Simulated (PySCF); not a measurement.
HgI2 at several levels of theory

Computed with PySCF 2.14.0 (density fitting, no spin-orbit coupling) at the geometry relaxed with PBE0:

```xyz
3
HgI2 (singlet)
Hg    0.0000    0.0000    0.1148
I     2.6082    0.0000    0.1165
I    -2.6082    0.0000    0.1165
```

| level | basis | state | HOMO (eV) | gap (eV) | charge on Hg1 (e) | dipole about the centre of mass (D) | largest force component (eV/Å) |
| --- | --- | --- | --- | --- | --- | --- | --- |
| PBE0 | Hg def2-SVP with ECP60, I def2-SVP with ECP28 | singlet | -7.69 | 4.80 | 0.40 | 0.00 | 0.00 |
| M06-L | the same | singlet | -6.58 | 3.31 | 0.43 | 0.00 | 0.49 |
| PBE0 | Hg def2-TZVP with ECP60, I def2-TZVP with ECP28 | singlet | -7.72 | 4.91 | 0.53 | 0.00 | 0.30 |

Charges are Mulliken's, which hang on the basis. The relaxation used the grid (50, 194), these runs (75, 302) or, all-electron (x2c bases, spin-free X2C Hamiltonian), (99, 590).

Q: What does HF with Hg def2-SVP with ECP60, I def2-SVP with ECP28 give here?

A: state singlet, HOMO (eV) -10.12, gap (eV) 10.44, charge on Hg1 (e) 0.61, dipole about the centre of mass (D) 0.00, largest force component (eV/Å) 0.29. Time: 1.6 s on 2 threads of Intel(R) Xeon(R) 6975P-C (Granite Rapids) (shared host), from an already converged density.

In the first row's basis the gap widens with exact exchange: 3.3 eV for M06-L (none); 4.8 eV for PBE0 (a fixed share); 10.4 eV for Hartree–Fock (rising or full at long range).
